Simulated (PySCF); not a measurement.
SMILES [SiH](Cl)(Cl)[SiH2]N (H₅Cl₂NSi₂), PBE0/def2-SVP optimised geometry.

```
10

Si    -1.03    -0.29     0.00
Cl    -1.63     1.70     0.00
Cl    -1.62    -1.15     1.80
Si     1.32    -0.29     0.00
N      1.93     0.57     1.38
H     -1.80    -0.97    -1.08
H      1.80    -1.70     0.05
H      1.80     0.38    -1.25
H      1.77     1.57     1.41
H      1.77     0.17     2.29
```

Density from PBE0/def2-TZVP (PySCF 2.14.0) at that geometry.

Minimum of the electron density along straight lines between bonded atoms, close to the bond critical point (lines longer than 1.1 times the sum of covalent radii, or with two minima, are not listed):

```csv
bond,length / Å,ρ at the minimum / e bohr⁻³,∇²ρ there / e bohr⁻⁵,position (fraction from the first atom)
Si1–Cl2,2.080,0.095,0.20,0.36
Si1–Cl3,2.080,0.095,0.20,0.36
Si1–Si4,2.351,0.094,-0.14,0.64
Si4–N5,1.733,0.130,0.54,0.40
Si1–H6,1.490,0.124,0.12,0.49
Si4–H7,1.494,0.120,0.15,0.49
Si4–H8,1.494,0.120,0.15,0.49
N5–H9,1.016,0.330,-1.61,0.74
N5–H10,1.016,0.330,-1.61,0.74
```
